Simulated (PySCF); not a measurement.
## Trend along the alkaline earths: MF molecules

CCSD(T) with double-zeta basis sets in PySCF, for the lowest determinant that a PBE0 search found; no spin–orbit coupling. De refers to high-spin ground-configuration atoms.

| M | basis | reference, frozen orbitals | state (unpaired electrons) | Re (Å) | ωe (cm⁻¹) | De (eV) |
| --- | --- | --- | --- | --- | --- | --- |
| Be | aug-cc-pVDZ | UHF, 1 | doublet (σ ↑) | 1.409 | 1181 | 5.40 |
| Mg | x2c-SVPall | UHF, 2 | doublet (σ ↑) | 1.778 | 720 | 4.17 |
| Ca | def2-SVPD | UHF, 6 | doublet (σ ↑) | 1.999 | 582 | 5.45 |
| Sr | def2-SVP | UHF, 1 | doublet (σ ↑) | 2.120 | 523 | 4.84 |

The shortest bond is that of BeF (1.409 Å), the longest that of SrF (2.120 Å).

The rows differ in basis set, which adds steps of its own.

Down a group the atoms grow and get heavier, so bonds lengthen and wavenumbers fall; this series shows no clear exception.

Correlated steps freeze the inner cores (1 to 6 orbitals); shallow outer-core shells are correlated. Correlated levels converge slowly with the basis: in double zeta they bind strong bonds too weakly, by up to about 1 eV, and carry superposition errors of some tenths. Spin–orbit coupling is left out. States were picked by a PBE0 search and need not be the measured ground states.
